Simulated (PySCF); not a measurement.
**Electron correlation in Pd (palladium, neutral)**

[Kr] 4d9 5s1, high-spin 3D determinant (an excited configuration). Calculation: PySCF 2.14, in def2-TZVPPD with the def2 core potential (28 electrons) (6s4p3d2f1g, 56 functions); scalar relativity through the core potential. Frozen: 4s2 4p6; 10 electrons correlated.

| level | correlation energy (mhartree) |
| --- | --- |
| CCSD | -296.80 |
| (T) | -10.79 |
| CCSD(T) | -307.59 |

Diagnostics: T1 = 0.016, D1 = 0.0678, largest double amplitude 0.021.

Cost of the coupled-cluster step: of the order of 6 core-seconds, for 10 correlated electrons.

Iterations:

```
CC2 = 0
CCSD nocc = (np.int64(6), np.int64(4)), nmo = (52, 52)
frozen orbitals [[0, 1, 2, 3], [0, 1, 2, 3]]
max_cycle = 100
direct = 0
conv_tol = 1e-08
conv_tol_normt = 1e-06
diis_space = 8
diis_start_cycle = 0
Init t2, MP2 energy = -0.31238094955586
Init E_corr(UCCSD) = -0.312380949556428
cycle = 1  E_corr(UCCSD) = -0.291974669769929  dE = 0.0204062798  norm(t1,t2) = 0.0554728
cycle = 2  E_corr(UCCSD) = -0.296232110404939  dE = -0.00425744064  norm(t1,t2) = 0.0173377
cycle = 3  E_corr(UCCSD) = -0.296380503688048  dE = -0.000148393283  norm(t1,t2) = 0.00871574
cycle = 4  E_corr(UCCSD) = -0.296792330383123  dE = -0.000411826695  norm(t1,t2) = 0.00265162
cycle = 5  E_corr(UCCSD) = -0.296811841597296  dE = -1.95112142e-05  norm(t1,t2) = 0.000551548
cycle = 6  E_corr(UCCSD) = -0.296795503405088  dE = 1.63381922e-05  norm(t1,t2) = 0.000368423
cycle = 7  E_corr(UCCSD) = -0.296806862403701  dE = -1.13589986e-05  norm(t1,t2) = 0.000226336
cycle = 8  E_corr(UCCSD) = -0.296806327468006  dE = 5.34935695e-07  norm(t1,t2) = 0.000103018
cycle = 9  E_corr(UCCSD) = -0.296804049518043  dE = 2.27794996e-06  norm(t1,t2) = 3.42535e-05
cycle = 10  E_corr(UCCSD) = -0.296803911999112  dE = 1.3751893e-07  norm(t1,t2) = 9.55757e-06
cycle = 11  E_corr(UCCSD) = -0.296803933744184  dE = -2.17450716e-08  norm(t1,t2) = 3.86204e-06
cycle = 12  E_corr(UCCSD) = -0.296803940960048  dE = -7.21586363e-09  norm(t1,t2) = 1.10017e-06
cycle = 13  E_corr(UCCSD) = -0.296803941272009  dE = -3.11961512e-10  norm(t1,t2) = 3.38032e-07
UCCSD converged
E(UCCSD) = -127.3308719101386  E_corr = -0.296803941272009
UCCSD(T) correction = -0.0107890763229486
```
